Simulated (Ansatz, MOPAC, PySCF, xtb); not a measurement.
Donor–acceptor adduct: AlH3 (SMILES [AlH3]) (first 4 atoms) with CHN (SMILES C#N); geometry from B3LYP-D3(BJ)/def2-TZVP, rigid monomers moved along the line of their centres of mass till Al1···N6 is 2.89 Å.
(charge 0, multiplicity 1):
```xyz
7

Al    -0.16157     0.36406     0.26280
H      1.25365     0.82434    -0.29958
H     -1.23650     1.48888     0.59490
H     -0.69082    -1.08215    -0.13618
C      0.97395    -0.46261     4.03834
N      0.65211    -0.23013     2.96956
H      1.27546    -0.68004     5.03934
```

```json
[
 {"level": "PM6", "interaction energy (kcal/mol)": "-2.84", "minus CCSD(T)/CBS(aug-cc-pV(D+d)Z, aug-cc-pV(T+d)Z)": "7.69", "cost": "-"},
 {"level": "GFN1-xTB", "interaction energy (kcal/mol)": "-17.26", "minus CCSD(T)/CBS(aug-cc-pV(D+d)Z, aug-cc-pV(T+d)Z)": "-6.73", "cost": "-"},
 {"level": "HF/STO-3G (no counterpoise)", "interaction energy (kcal/mol)": "-9.96", "minus CCSD(T)/CBS(aug-cc-pV(D+d)Z, aug-cc-pV(T+d)Z)": "0.56", "cost": "-"},
 {"level": "HF/6-31G*", "interaction energy (kcal/mol)": "-9.38", "minus CCSD(T)/CBS(aug-cc-pV(D+d)Z, aug-cc-pV(T+d)Z)": "1.15", "cost": "-"},
 {"level": "HF/6-31G* (no counterpoise)", "interaction energy (kcal/mol)": "-10.21", "minus CCSD(T)/CBS(aug-cc-pV(D+d)Z, aug-cc-pV(T+d)Z)": "0.31", "cost": "-"},
 {"level": "HF/aug-cc-pV(D+d)Z", "interaction energy (kcal/mol)": "-9.11", "minus CCSD(T)/CBS(aug-cc-pV(D+d)Z, aug-cc-pV(T+d)Z)": "1.41", "cost": "-"},
 {"level": "PBE/def2-TZVPPD", "interaction energy (kcal/mol)": "-9.86", "minus CCSD(T)/CBS(aug-cc-pV(D+d)Z, aug-cc-pV(T+d)Z)": "0.66", "cost": "×1"},
 {"level": "r2SCAN-D4/def2-TZVPPD", "interaction energy (kcal/mol)": "-10.65", "minus CCSD(T)/CBS(aug-cc-pV(D+d)Z, aug-cc-pV(T+d)Z)": "-0.13", "cost": "×1"},
 {"level": "B3LYP/6-31G*", "interaction energy (kcal/mol)": "-9.12", "minus CCSD(T)/CBS(aug-cc-pV(D+d)Z, aug-cc-pV(T+d)Z)": "1.41", "cost": "-"},
 {"level": "B3LYP-D3(BJ)/def2-TZVPPD", "interaction energy (kcal/mol)": "-10.40", "minus CCSD(T)/CBS(aug-cc-pV(D+d)Z, aug-cc-pV(T+d)Z)": "0.12", "cost": "×1"},
 {"level": "wB97X-V/def2-TZVPPD", "interaction energy (kcal/mol)": "-10.70", "minus CCSD(T)/CBS(aug-cc-pV(D+d)Z, aug-cc-pV(T+d)Z)": "-0.17", "cost": "×3"},
 {"level": "SCS-MP2/aug-cc-pV(T+d)Z", "interaction energy (kcal/mol)": "-10.45", "minus CCSD(T)/CBS(aug-cc-pV(D+d)Z, aug-cc-pV(T+d)Z)": "0.07", "cost": "-"},
 {"level": "CCSD(T)/aug-cc-pV(D+d)Z", "interaction energy (kcal/mol)": "-10.31", "minus CCSD(T)/CBS(aug-cc-pV(D+d)Z, aug-cc-pV(T+d)Z)": "0.21", "cost": "×4"},
 {"level": "CCSD(T)/CBS(aug-cc-pV(D+d)Z, aug-cc-pV(T+d)Z)", "interaction energy (kcal/mol)": "-10.52", "minus CCSD(T)/CBS(aug-cc-pV(D+d)Z, aug-cc-pV(T+d)Z)": "0.00", "cost": "×60*"}
]
```

 The comparison column counts from a level with limits of its own.

The rows run from -17.26 (GFN1-xTB) to -2.84 kcal/mol (PM6).

Counterpoise-corrected where a basis set is named; no monomer relaxation. Rows marked so take none.

Cores are frozen in the correlated methods. CBS(a, b) extrapolates the correlation energy as X⁻³ and adds the Hartree–Fock energy of set b. Rows in 6-31G*, STO-3G carry no dispersion term and start afresh at each structure (6-31G* with six Cartesian d functions). The state that PM6 reach isn't checked.

The values were computed with Ansatz (Gaussian orbitals); MOPAC for PM6 (differences of heats of formation); PySCF for 6-31G* rows, STO-3G rows, the dispersion terms; xtb for the GFN methods. Values without a source in brackets are computed.

Costs are rough ratios of core time to PBE/def2-TZVPPD (about 5 s over the structures, on one shared machine); a dash marks a level with no comparable run of its own. A star marks coupled-cluster runs past 200 virtual orbitals, where the program's memory plan changes under this machine's limit, so their costs aren't comparable with smaller runs.

Ansatz is an electronic-structure program.
